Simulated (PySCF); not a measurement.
PySCF input file for SiClBr, SMILES Cl[Si]Br (connectivity only; charge and spin as stated), neutral, multiplicity 1, PBE0/pcSseg-2. Geometry optimised at PBE0-D3(BJ)/def2-TZVP.

```python
import numpy as np
from pyscf import gto, scf, dft
from pyscf.prop.nmr import rks as nmr

mol = gto.M(
    atom='''
    Si    1.02078302    0.64197599    0.00000000
    Cl   -0.47984367    2.07593397    0.00000000
    Br   -0.17524628   -1.26510118    0.00000000
    ''',
    basis='pcSseg-2',
    charge=0,
    spin=0,
    max_memory=1600,
    verbose=3,
)
mf = dft.RKS(mol, xc='pbe0')
mf.grids.level = 3
mf.conv_tol = 1e-10
mf.max_cycle = 100
mf.kernel()
n = nmr.NMR(mf)
n.verbose = 2
n.max_cycle_cphf = 60
sigma = n.kernel()
print('atom   isotropic/ppm   span/ppm')
for i, s in enumerate(sigma):
    w = np.linalg.eigvalsh((s + s.T) / 2)
    print(f'{mol.atom_symbol(i):2s}{i + 1:3d} {w.mean():14.3f} {w[2] - w[0]:11.3f}')
```

Program output:

```
converged SCF energy = -3323.42285988465
atom   isotropic/ppm   span/ppm
Si  1          8.592     656.174
Cl  2        399.435     929.507
Br  3       1481.485    2289.295
```

The run converged.
